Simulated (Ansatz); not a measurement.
The cluster Hg2O. Charge 0, multiplicity 5. Geometry PBE-D4/def2-TZVP; atoms count from 1.

Cartesian coordinates in Å:
```
Hg -0.280 1.344 -0.993
Hg -0.672 -1.514 0.357
O 0.952 0.170 0.636
```

In the def2 sets Hg takes a core potential; there is no spin–orbit coupling. At PBE0-D4/def2-TZVP a singlet of charge 0 lies 4.24 eV below the quintet, each at its own geometry. The structure comes from a short search, and lower isomers may exist.

(1) Estimate the Mulliken populations from the PBE0/def2-TZVP orbitals of Ansatz.

(2) Where does the spin sit?

(3) And the Mayer bond orders between bonded heavy atoms (over 0.3)?

Results:

(1) 
```tsv
atom	charge (e)	spin (α − β)	d electrons
Hg1	0.11	1.21	9.97
Hg2	0.11	1.21	9.97
O3	-0.22	1.58	–
```
Mulliken values and Mayer orders depend strongly on the basis.

(2) Summed by element: Hg 2.42, O 1.58, of 4 unpaired in all. Largest on single atoms: O3 1.58, Hg1 1.21, Hg2 1.21.

(3) Hg1–Hg2 0.58 (3.19 Å); Hg1–O3 0.47 (2.36 Å); Hg2–O3 0.47 (2.36 Å).
